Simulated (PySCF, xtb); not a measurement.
BF2H3O2Si, SMILES OB(O)[SiH](F)F. The values are those of a single conformer.

Harmonic wavenumbers (cm⁻¹) from GFN2-xTB in xtb 6.7.1 at its own minimum, in rising order: 22, 101, 129, 228, 306, 371, 452, 566, 584, 636, 683, 689, 782, 809, 957, 976, 1228, 1278, 2364, 3570, 3640.

Task: What does B3LYP-D3(BJ)/def2-SVP (PySCF 2.14.0) give at its own minimum? (The exact figures need the calculation; the answer reports its results.)

Result: 50, 95, 162, 272, 337, 379, 506, 583, 596, 651, 805, 839, 867, 936, 1018, 1026, 1317, 1458, 2260, 3786, 3826. Paired by order, the mean absolute difference is 77 cm⁻¹ and the zero-point energies are 29.1 and 31.1 kcal/mol.
